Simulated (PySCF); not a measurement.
Work out the structure from these simulated measurements.

Formula: C3H4F3N.

| Property | Result |
| --- | --- |
| Rotational structure | rotational constants A, B, C: 3.640, 2.488, 2.014 GHz [GFN2-xTB] |
| Dipole | 3.61 D [PBE0/def2-SVPD] |
| Polarisability | 46.9 au [PBE0/def2-SVPD] |
| UV, strongest line | among the 6 lowest singlet transitions: S5 at 8.57 eV (145 nm, f = 0.199) [TDDFT PBE0/def2-SVPD] |
| UV, first state | lowest singlet excitation: 5.16 eV (240 nm, f = 0.002) [TDDFT PBE0/def2-SVPD] |
| 13C NMR | chemical shifts (computed TMS as zero) by class: 170.9 (1 C), 129.2 (1 C), 24.9 (1 C) ppm [GIAO PBE0/pcSseg-1] |
| 1H NMR | chemical shifts (computed TMS as zero) by class: 11.59 (1 H), 2.26 (3 H) ppm [GIAO PBE0/pcSseg-1] |

Gas-phase values; electronic properties from PySCF, density fitting. Levels stand in brackets. Geometry: GFN2-xTB; no solvent, vibrations or thermal averaging. Each NMR value is the plain mean over a class of atoms that symmetry, rotation or inversion makes alike.

Question: Propose a structure and show how it fits.

Answer: Numbering: `[H]/[N:3]=[C:2](\[CH3:1])[C:4]([F:5])([F:6])[F:7]`. Its formula, C3H4F3N, gives 1 degree of unsaturation: 0 rings and 1 π bond in the structure found. 3 carbons fall into 3 classes; from least to most shielded: imine carbon [C2] (170.9 ppm), CF3 carbon [C4] (129.2 ppm), methyl carbon [C1] (24.9 ppm). Hydrogen classes from least to most shielded: 1 H on an imine nitrogen, N3 (11.59 ppm), 3 H on a methyl carbon, C1 (2.26 ppm, a mean of values up to 0.9 ppm apart in this geometry). S1 is mainly HOMO→LUMO (weight 0.99); the largest Löwdin shares of the orbital it empties are 0.61 on the imine nitrogen, 0.12 on the imine carbon, 0.08 on the methyl carbon and 0.08 on the N–H hydrogen, of the orbital it fills 0.37 on the imine nitrogen, 0.35 on the imine carbon, 0.06 on the methyl carbon and 0.05 on the CF3 carbon. The optimised geometry has point group Cs and is an asymmetric top. Structure: `[H]/N=C(\C)C(F)(F)F`. Computed isomers that give other values at the same levels: `C/N=C/C(F)(F)F` (13C chemical shifts (computed TMS as zero) by class: 154.4 (1 C), 128.2 (1 C), 49.9 (1 C) ppm). The assignments are read from this structure; whether some other isomer fits the data as well wasn't checked.

Shape of the structure used: `[H]/[N:3]=[C:2](\[CH3:1])[C:4]([F:5])([F:6])[F:7]`: C1–C2–C4–F5 59°.
